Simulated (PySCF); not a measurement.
## Electron affinity of Tl by level of theory

Tl⁻ [Xe] 4f14 5d10 6s2 6p2 (3P) → Tl [Xe] 4f14 5d10 6s2 6p1 (2P), as a difference of total energies. All numbers are calculated (PySCF 2.14, the spin-free X2C one-electron Hamiltonian (Gaussian nucleus), in aug-cc-pwCVTZ-DK3 (11s10p8d5f1g, 125 functions)). Correlated levels: valence: [Xe] 4f14 5d10 frozen. The calculations carry no spin-orbit coupling.

| method | electron affinity (eV) | difference from reference (eV) |
| --- | --- | --- |
| UHF | -0.015 | -0.335 |
| MP2 (valence) | 0.238 | -0.082 |
| SCS-MP2 (valence) | 0.148 | -0.172 |
| CCSD (valence) | 0.274 | -0.046 |
| CCSD(T) (valence) | 0.303 | -0.017 |

Reference: 0.320 eV (measured; photodetachment measurements, as compiled on the Wikipedia data page of electron affinities).

Spin-orbit coupling is strong in these open shells (close to jj coupling). The scalar numbers leave it out and a first-order estimate fails, so it can dominate the gap to the real levels.

Errors of the correlated levels include the incompleteness of this basis and the frozen core.

A negative affinity means that the anion lies above the atom at that level of theory.
